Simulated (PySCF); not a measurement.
Method: PBE-D3(BJ)/def2-TZVP in PySCF 2.14.0. All species are isolated molecules in the gas phase. One relaxed conformer stands for a flexible species; it need not be the lowest. Excitations are Tamm–Dancoff values on a coarser integration grid. The basis has no diffuse functions, so Rydberg states are missing or too high.

Reference species (SMILES): `C(=C)[SiH]=C` (C–C–Si–C torsion 2°) (neutral, multiplicity 1).

The HOMO is -5.26 eV and the LUMO is -2.55 eV. The T1 excitation (TDA) comes out as 2.13 eV.

Changed species: `[SiH3]C1=CC1`.

### Question
What does the change do to the HOMO, LUMO and T1 excitation (TDA)?

### Answer
the HOMO falls by 0.94 eV, to -6.20 eV; the LUMO rises by 0.91 eV, to -1.64 eV; the T1 excitation (TDA) rises by 1.61 eV, to 3.74 eV.
